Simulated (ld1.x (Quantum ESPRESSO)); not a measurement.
## Varying the TM potential for cadmium (Cd)

Base potential:

ld1.x (Quantum ESPRESSO) 7.5 input, shortened:

```
&input
   title='Cd', zed=48., rel=1, dft='PBESOL', iswitch=3,
   config='[Kr] 4d9 5s0 5p0'
 /
 &inputp
   pseudotype=2, tm=.true., lloc=1,
   nlcc=.false.
 /
3
4S  1  0   2.00   0.00  1.20  1.20  0.0
4D  3  2   9.00   0.00  1.55  1.55  0.0
4P  2  1   6.00   0.00  1.25  1.25  0.0
 &test
   configts(1)='4s2 4p6 4d9 5s0 5p0'
 /
```

All-electron outer shells of the reference configuration (PBEsol, scalar-relativistic, ld1.x):

```json
{"shell": "3d", "level (eV)": "-429.68", "outermost node (bohr)": "–", "outermost maximum (bohr)": "0.27"}
{"shell": "4s", "level (eV)": "-141.31", "outermost node (bohr)": "0.43", "outermost maximum (bohr)": "0.79"}
{"shell": "4p", "level (eV)": "-102.18", "outermost node (bohr)": "0.43", "outermost maximum (bohr)": "0.84"}
{"shell": "4d", "level (eV)": "-45.81", "outermost node (bohr)": "0.41", "outermost maximum (bohr)": "0.97"}
{"shell": "5s", "level (eV)": "-32.14", "outermost node (bohr)": "1.05", "outermost maximum (bohr)": "2.02"}
{"shell": "5p", "level (eV)": "-24.01", "outermost node (bohr)": "1.16", "outermost maximum (bohr)": "2.38"}
```

Cutoffs, loose and tight: the cutoffs (Ry, on a coarse ladder) from which the occupation-weighted sum of valence levels, in a spherical-Bessel basis at the reference potential, stays within 10 and 1 mRy of its value at 400 Ry. They do not see the model core or the augmentation charge, which bear on the density cutoff. Test errors are all-electron minus pseudo excitation energies from the reference, over the configurations 4s2 4p6 4d10 5s2 5p0; 4s2 4p6 4d10 5s1 5p0; 4s2 4p6 4d10 5s0 5p0; 4s2 4p6 4d10 5s1 5p1; 4s2 4p6 4d10 5s0 5p2; 4s2 4p6 4d8 5s0 5p0; 4s2 4p6 4d10 5s0 5p1. A dash means not determined; rows that change the core or the reference have their own tests.

```csv
change,outcome,"cutoff, loose","cutoff, tight",bound ghosts,largest test error (meV)
base,generated,120 Ry,180 Ry,none,+661
"core [Kr], valence charge 12; reference 4d10 5s2 5p0; waves now 5p (bound): rc 2.50 bohr; 4d (bound): rc 1.85 bohr; 5s (bound): rc 2.45 bohr; local potential the s channel",generated,70 Ry,100 Ry,none,-713
wave 4s (bound): rc 1.20 bohr becomes 4s (bound): rc 1.74 bohr,generated,90 Ry,140 Ry,none,+3759
"type PAW; waves now 4s (bound): rcut 1.10, rcutus 1.20 bohr; 5s (bound): rcut 1.10, rcutus 1.20 bohr; 4p (bound): rc 1.25 bohr; 5p (bound): rc 1.25 bohr; 4d (bound): rcut 1.35, rcutus 1.55 bohr; 4d channel at 1.35 Ry: rcut 1.35, rcutus 1.55 bohr; local potential all-electron potential smoothed inside 1.50 bohr (lloc = -2); core correction a·sin(br)/r model core, default radius (ld1.x builds one for every PAW set, though the input has nlcc=.false.); augmentation PSQ, radius 0.90 bohr",failed: invmat: error in DGETRF,–,–,–,–
wave 4p (bound): rc 1.25 bohr becomes 4p (bound): rc 1.28 bohr,generated,120 Ry,180 Ry,none,+693
wave 4d (bound): rc 1.55 bohr becomes 4d (bound): rc 1.84 bohr,generated,120 Ry,180 Ry,none,+656
core correction a·sin(br)/r model core inside 0.48 bohr,generated,120 Ry,180 Ry,none,+657
"all radii scaled by about 0.83 (s 1.00, p 1.04, d 1.30 bohr)",generated,180 Ry,260 Ry,none,+171
```

What comes out with this change to the base: local potential all-electron potential smoothed inside 1.35 bohr (lloc = -1)?

outcome: generated; cutoff, loose: 120 Ry; cutoff, tight: 180 Ry; bound ghosts: none; largest test error (meV): -242.
